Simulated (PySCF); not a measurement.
## Au: excitation energy

Au [Xe] 4f14 5d10 6s1 (2S) → Au [Xe] 4f14 5d9 6s2 (2D), as a difference of total energies. All numbers are calculated (PySCF 2.14, a scalar-relativistic core potential, in aug-cc-pVDZ-PP with ECP60MDF). Correlated levels: valence: 5s2 5p6 frozen. The calculations carry no spin-orbit coupling.

```
           method  excitation energy (cm⁻¹)  error (cm⁻¹)
              UHF                     14332          +262
              LDA                     14137           +66
              PBE                     14372          +301
             PBE0                     15026          +955
           r2SCAN                     13895          -176
           B2PLYP                     14321          +250
             BP86                     14068            -3
             MN15                     12810         -1261
            wB97X                     13754          -317
    MP2 (valence)                     15521         +1450
SCS-MP2 (valence)                     14477          +406
```

Reference: 14071 cm⁻¹ (measured; NIST levels, between the centres of gravity of the two terms).

Errors of the correlated levels include the incompleteness of this basis and the frozen core.
